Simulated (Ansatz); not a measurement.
Geometry optimisation, RKS PBE0/def2-SVP (Ansatz 0.2.0).

Input:

```yaml
crystal:
  periodic: [false, false, false]
  atoms:
    - { symbol: Ti, position_ang: [0.26706, -0.604244, -0.641373] }
    - { symbol: F, position_ang: [0.287146, 0.835089, 2.032614] }
    - { symbol: Cl, position_ang: [1.954899, 0.750676, -0.963029] }
    - { symbol: O, position_ang: [-1.191764, 0.154158, -0.067989] }
    - { symbol: H, position_ang: [-1.101663, 0.676565, 0.751512] }
    - { symbol: Cl, position_ang: [-0.190732, -1.718911, -2.467342] }
    - { symbol: "N", position_ang: [0.79864, -1.855899, 0.821073] }
    - { symbol: H, position_ang: [0.100996, -2.456386, 1.2579] }
    - { symbol: H, position_ang: [1.687163, -2.350256, 0.751433] }
    - { symbol: H, position_ang: [0.701456, 0.004309, 2.0761] }
basis:
  gaussian: { orbitals: def2-SVP }
hamiltonian:
  xc: pbe0
relax:
  f_tol: 0.03
  max_steps: 50
```

Command:

```bash
$ ansatz run input.yaml --threads 4 --pin off --max-ram 5120MiB --backend cpu --events-out ev --progress --plain --runs-dir out
```

Task: Where does it end, and by what steps?

Result: The run converged. The force dipped under the threshold on the way, but the program's further checks kept it going. After 22 steps the energy has fallen by 0.329 eV; F2 moved furthest, 1.12 Å.

| step | energy less start (eV) | largest force component (eV/Å) | accepted |
| --- | --- | --- | --- |
| 0 | 0.0000 | 1.532 | yes |
| 1 | -0.1916 | 0.959 | yes |
| 2 | -0.2571 | 0.553 | yes |
| 3 | -0.2798 | 0.219 | yes |
| 4 | -0.2900 | 0.171 | yes |
| 5 | -0.3062 | 0.214 | yes |
| 6 | -0.3117 | 0.216 | yes |
| 7 | -0.3157 | 0.180 | yes |
| 8 | -0.3185 | 0.112 | yes |
| 9 | -0.3189 | 0.333 | yes |
| 10 | -0.3218 | 0.188 | yes |
| 11 | -0.3225 | 0.162 | yes |
| 12 | -0.3251 | 0.044 | yes |
| 13 | -0.3257 | 0.049 | yes |
| 14 | -0.3240 | 0.280 | no |
| 15 | -0.3269 | 0.085 | yes |
| 16 | -0.3272 | 0.119 | yes |
| 17 | -0.3281 | 0.074 | yes |
| 18 | -0.3286 | 0.007 | yes |
| 19 | -0.3289 | 0.030 | yes |
| 20 | -0.3290 | 0.060 | yes |
| 21 | -0.3291 | 0.034 | yes |
| 22 | -0.3292 | 0.009 | yes |

```xyz
10
Properties=species:S:1:pos:R:3
Ti 0.378 -0.533 -0.743
F -0.457 0.094 2.417
Cl 2.195 0.327 -1.612
O -0.660 0.703 -0.112
H -0.803 0.753 0.865
Cl -0.727 -1.895 -2.055
N 0.891 -1.502 0.821
H 0.531 -2.452 0.930
H 1.880 -1.495 1.078
H 0.085 -0.566 1.961
```

Whether the end is a true minimum wasn't checked by a vibrational analysis.

Run time: 41 s on 4 threads of Intel(R) Xeon(R) 6975P-C (Granite Rapids), with other jobs on the host, peak memory 0.39 GiB.
